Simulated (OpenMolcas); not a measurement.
**Ho2+: input and output**

Ho2+ among 6 point charges of -1.5 e arranged as an octahedron (Oh), 2.89 Å from the ion. With inversion symmetry the input lists one of each pair of outer charges.

Input:

```
&GATEWAY
Coord
1

Ho 0.0 0.0 0.0
Basis=ANO-RCC-VDZP
Group=XYZ
NoMove
AngMom=0.0 0.0 0.0
AMFI
XField
3 Angstrom 0
2.890000 0.000000 0.000000 -1.500000
0.000000 2.890000 0.000000 -1.500000
0.000000 0.000000 2.890000 -1.500000
&SEWARD
&RASSCF
FileOrb=start.orb
Symmetry=2
Spin=4
nActEl=11 0 0
Inactive=15 12
Ras2=0 7
CIRoot=35 35 1
SDav=35
CIMx=300
Iter=120 100
PrWF=0.3
OrbListing=Nothing
MaxOrb=0
>>> COPY $Project.JobIph JOB001
&RASSCF
FileOrb=start.orb
Symmetry=2
Spin=2
nActEl=11 0 0
Inactive=15 12
Ras2=0 7
CIRoot=112 112 1
SDav=112
CIMx=300
Iter=120 100
PrWF=0.3
OrbListing=Nothing
MaxOrb=0
CIOnly
>>> COPY $Project.JobIph JOB002
&RASSI
NrOfJobIphs=2 35 73
1 2 3 4 5 6 7 8 9 10 11 12 13 14 15 16 17 18 19 20 21 22 23 24 25 26 27
28 29 30 31 32 33 34 35
1 2 3 4 5 6 7 8 9 10 11 12 13 14 15 16 17 18 19 20 21 22 23 24 25 26 27
28 29 30 31 32 33 34 35 36 37 38 39 40 41 42 43 44 45 46 47 48 49 50 51
52 53 54 55 56 57 58 59 60 61 62 63 64 65 66 67 68 69 70 71 72 73
IphNames
JOB001
JOB002
EJob
SpinOrbit
DIPRint=1.0
SOCoupling=1000.0
Subsets=2
Property=9
'ANGMOM' 1 'ANGMOM' 2 'ANGMOM' 3 'MLTPL  1' 1 'MLTPL  1' 2 'MLTPL  1' 3
'AMFI' 1 'AMFI' 2 'AMFI' 3
SOProperty=3
'ANGMOM' 1 'ANGMOM' 2 'ANGMOM' 3
```

Launched by
```bash
OMP_NUM_THREADS=1 MOLCAS_MEM=2252 MOLCAS_PROJECT=a pymolcas a.inp > a.log  # once for each step of the input, in one work folder
```

A driver script runs the steps one by one and writes start.orb anew before each from the orbitals found so far, so a CI-only block uses the converged orbitals of the first block.

Output, cut to the results:

```
--- SEWARD ---
Basis set label: HO.ANO-RCC...7S6P4D2F1G.

      Electronic valence basis set:
      ------------------
      Associated Effective Charge  67.000000 au
      Associated Actual Charge     67.000000 au
      Nuclear Model: Point charge

      Shell  nPrim  nBasis  Cartesian Spherical Contaminant
         s      25       7        X
         p      22       6        X
         d      15       4                 X
         f      11       2                 X
         g       4       1                 X
                  Relativistic Douglas-Kroll-Hess integrals:
                    - DKH order of Hamiltonian: 2
                    - DKH order of Properties : 0
                  Atomic mean-field integrals
--- RASSCF ---
Wave function specifications:
      -----------------------------

      Number of closed shell electrons          54
      Number of electrons in active shells      11
      Max number of holes in RAS1 space          0
      Max nr of electrons in RAS3 space          0
      Number of inactive orbitals               27
      Number of active orbitals                  7
      Number of secondary orbitals              34
      Spin quantum number                      1.5
      State symmetry                             2
Orbital specifications:
      -----------------------

      Symmetry species                           1   2
                                                ag  au
      Frozen orbitals                            0   0
      Inactive orbitals                         15  12
      Active orbitals                            0   7
      RAS1 orbitals                              0   0
      RAS2 orbitals                              0   7
      RAS3 orbitals                              0   0
      Secondary orbitals                        21  13
      Deleted orbitals                           0   0
      Number of basis functions                 36  32
      Number of CSFs                            35
      Number of root(s) required                35
      Iter CI   SX   CI       RASSCF       Energy    max ROT     max BLB   max BLB  Level Ln srch  Step   QN
          iter iter root      energy       change     param      element    value   shift minimum  type update
 Nr of preliminary CI iterations:   1
      Total energies have been shifted. Add               -12000.00 au
        1   1    8    0  -607.45904373    0.00E+00   2.76E-02   14  27 2 -1.23E-01*  0.04   0.00    SX    NO
        2   1    8    0  -607.45324366    5.80E-03* -3.30E-02   16  29 2  1.51E-01*  0.00   0.00    SX    NO
        3   1    8    0  -607.44029062    1.30E-02* -4.18E-02   14  27 2 -1.91E-01*  0.11   0.00    SX    NO
        4   1    8    0  -607.42240666    1.79E-02* -5.13E-02   14  27 2  2.42E-01*  0.00   0.00    SX    NO
        5   1    9    0  -607.39704210    2.54E-02*  3.40E-02   14  27 2 -2.88E-01*  0.19   0.45    SX   YES
        6   1    8    0  -607.47044004   -7.34E-02*  6.25E-03   16  29 2  5.87E-02*  0.00   0.83    QN   YES
        7   1    7    0  -607.47348864   -3.05E-03* -6.05E-04   14  27 2 -6.05E-03*  0.00   0.91    QN   YES
        8   1    7    0  -607.47352508   -3.64E-05*  5.00E-05   10  23 1 -1.68E-04*  0.00   1.00    QN   YES
        9   1    6    0  -607.47352512   -4.00E-08* -7.50E-06   11  19 1  1.33E-05   0.00   1.05    QN   YES
       10   1    4    0  -607.47352512   -3.86E-10   5.30E-07   12  25 1  1.84E-06   0.00   0.98    QN   YES
      Convergence after 10 iterations
       11   1    4    0  -607.47352512   -8.00E-11   5.30E-07   12  25 1  2.57E-07   0.00   0.98    QN   YES
      Natural orbitals and occupation numbers for root  1
      sym 2:   1.567107   1.794991   1.501230   1.501230   1.501230   1.567107   1.567107
      Natural orbitals and occupation numbers for root  2
      sym 2:   1.950119   1.799687   1.216441   1.566776   1.335908   1.684438   1.446632
      Natural orbitals and occupation numbers for root  3
      sym 2:   1.548702   1.900095   1.813921   1.203797   1.417608   1.615900   1.499977
::    RASSCF root number  1 Total energy: -12607.55049453
::    RASSCF root number  2 Total energy: -12607.55042627
::    RASSCF root number  3 Total energy: -12607.55042627
::    RASSCF root number  4 Total energy: -12607.55042627
::    RASSCF root number  5 Total energy: -12607.55036696
::    RASSCF root number  6 Total energy: -12607.55036696
::    RASSCF root number  7 Total energy: -12607.55036696
...
--- RASSI ---
SPIN-FREE ENERGIES:
  (Shifted by EMIN (a.u.) =     -12607.5504945316)

 SF State       Relative EMIN(au)   Rel lowest level(eV)    D:o, cm**(-1)      L_eff

     1             0.0000000000        0.0000000000              0.0000         6.0
     2             0.0000682615        0.0018574892             14.9817         6.0
     3             0.0000682615        0.0018574892             14.9817         6.0
     4             0.0000682615        0.0018574892             14.9817         6.0
     5             0.0001275677        0.0034712942             27.9979         6.0
     6             0.0001275677        0.0034712942             27.9979         6.0
     7             0.0001275677        0.0034712942             27.9979         6.0
     8             0.0005169546        0.0140670522            113.4584         6.0
     9             0.0005337839        0.0145250007            117.1520         6.0
    10             0.0005337839        0.0145250007            117.1520         6.0
    11             0.0005337839        0.0145250007            117.1520         6.0
    12             0.0005409734        0.0147206364            118.7299         6.0
    13             0.0005409734        0.0147206364            118.7299         6.0
    36             0.0752662868        2.0481000001          16519.0405         5.0
    37             0.0752662868        2.0481000001          16519.0405         5.0
    38             0.0752662868        2.0481000001          16519.0405         5.0
    39             0.0753109489        2.0493153180          16528.8427         5.0
    40             0.0753109489        2.0493153180          16528.8427         5.0
    41             0.0753109489        2.0493153180          16528.8427         5.0
    42             0.0754084716        2.0519690472          16550.2465         5.0
    43             0.0754084716        2.0519690472          16550.2465         5.0
...
```

Spin-orbit levels above the lowest (labels of O, the rotations of Oh):

```
E (cm-1)  Degeneracy  Label      2S+1     J   |mJ| (%)               g
     0.0           4     Γ8         4  7.50  11/2 (43)                
    22.9           4     Γ8         4  7.50   7/2 (34)                
    34.7           2     Γ7         4  7.50  13/2 (40)  6.79 6.79 6.79
   103.0           4     Γ8         4  7.50  15/2 (33)                
   104.5           2     Γ6         4  7.50   1/2 (52)  5.99 5.99 5.99
    5525           2     Γ6         4  6.50   9/2 (69)  5.54 5.54 5.54
    5538           4     Γ8         4  6.50   7/2 (35)                
    5549           2     Γ7         4  6.50   5/2 (45)  3.07 3.07 3.07
    5598           2     Γ7         4  6.50   3/2 (48)  3.80 3.80 3.80
    5603           4     Γ8         4  6.50   1/2 (42)                
    9091           2     Γ6         4  5.50   7/2 (73)  3.59 3.59 3.59
    9099           4     Γ8         4  5.50   9/2 (41)                
    9134           2     Γ7         4  5.50   3/2 (46)  3.57 3.57 3.57
    9142           4     Γ8         4  5.50   1/2 (44)                
   11579           4     Γ8  4 (82 %)  4.50   7/2 (46)                
   11635           4     Γ8  4 (82 %)  4.50   3/2 (36)                
   11644           2     Γ6  4 (82 %)  4.50   1/2 (58)  2.83 2.83 2.83
   17479           4     Γ8  4 (72 %)  4.50   7/2 (45)                
   17514           4     Γ8  4 (72 %)  4.50   3/2 (38)                
   17530           2     Γ6  4 (71 %)  4.50   1/2 (58)  4.49 4.49 4.49
```

High states are left out of the spin-orbit mixing, which shifts the levels that they would mix with. This is an electrostatic model: the charges have no orbitals. The first state left out of the spin-orbit step lies near 46000 cm-1 above the lowest spin-free state of the reference (among the parities and spins computed), and the lists stop at four fifths of that energy or lower. No measured value stands beside these numbers.

The RASSCF and RASSI steps took 21 s on 1 thread of Intel(R) Xeon(R) 6975P-C (Granite Rapids), on a shared host; the integral step is not counted.
